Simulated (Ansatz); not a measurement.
The cluster MoAu4⁻. Total charge -1; doublet. Geometry r2SCAN-D4/def2-SVPD; atoms count from 1.

```xyz
5

Mo    0.011   -0.022   -0.001
Au    0.585   -1.722   -1.791
Au   -2.318    0.933    0.282
Au    1.053   -1.606    1.680
Au    0.668    2.418   -0.170
```

In the def2 sets Au, Mo take a core potential; there is no spin–orbit coupling. The charge -1 doublet is spin-contaminated (final ⟨S²⟩ up to 1.75, 0.75 for a pure state). No other spin state of charge -1 was run. The geometry of the doublet was relaxed on an unsound state (⟨S²⟩ 1.75, where a pure state has 0.75). The structure comes from a short search, and lower isomers may exist.

Question: Estimate the Mulliken populations from the PBE0/def2-TZVPD orbitals of Ansatz.

Answer: 
| atom | charge (e) | spin (α − β) | d electrons |
| --- | --- | --- | --- |
| Mo1 | -0.38 | 1.18 | 4.57 |
| Au2 | -0.16 | -0.07 | 9.74 |
| Au3 | -0.15 | -0.02 | 9.74 |
| Au4 | -0.16 | -0.07 | 9.74 |
| Au5 | -0.15 | -0.02 | 9.74 |
Mulliken values and Mayer orders depend strongly on the basis. With diffuse functions, as here, like atoms can get unlike values, and bond orders can come out too low or too high.

Question: Where does the spin sit?

Answer: Summed by element: Mo 1.18, Au -0.18, of 1 unpaired in all. Largest on single atoms: Mo1 1.18, Au2 -0.07, Au4 -0.07.

Question: And the Mayer bond orders between bonded heavy atoms (over 0.3)?

Answer: Mo1–Au2 1.20 (2.53 Å); Mo1–Au3 1.17 (2.53 Å); Mo1–Au4 1.20 (2.53 Å); Mo1–Au5 1.17 (2.53 Å).
